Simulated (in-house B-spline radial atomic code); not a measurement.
A fraction x of an electron is removed from 3d in Co⁵⁺, starting from [Ar] 3d4 and keeping the highest spin. Level of theory: non-relativistic HSE06, spin-polarised, spherical fractional occupations, point nucleus; calculated with a radial B-spline atomic code at the basis-set limit.

Caution: exact exchange at fractional occupations of open shells leaves self-interaction of up to several eV.

```csv
x,E(x) - E(0) (eV),3d up level (eV)
0,0.0000,-93.739
0.08,7.5729,-95.585
0.18,17.2474,-97.907
0.37,36.2723,-102.365
0.46,45.5810,-104.497
0.5,49.7799,-105.449
0.58,58.2923,-107.360
0.65,65.8664,-109.041
0.87,90.4410,-114.376
0.9,93.8833,-115.109
1,105.5168,-117.564
```

The exact functional would give a straight line between the two integer points. Deviations E(x) - E(0) - x[E(1) - E(0)], in eV: -0.868 at x = 0.08, -1.746 at x = 0.18, -2.769 at x = 0.37, -2.957 at x = 0.46, -2.979 at x = 0.5, -2.907 at x = 0.58, -2.72 at x = 0.65, -1.359 at x = 0.87, -1.082 at x = 0.9.

The curve lies below the straight line by up to 2.979 eV (at x = 0.5): convex, the delocalisation error, to which spherically averaged exact exchange adds.

**Question.** How well does Slater's transition state (minus the level at half occupation) give the ionisation energy?

**Answer.** It gives 105.449 eV against 105.517 eV from the two total energies; NIST lists 102.00 eV, ground level to ground level. The end point has an open shell averaged over its orbitals, so its exact exchange keeps a self-interaction and this is no true integer point.
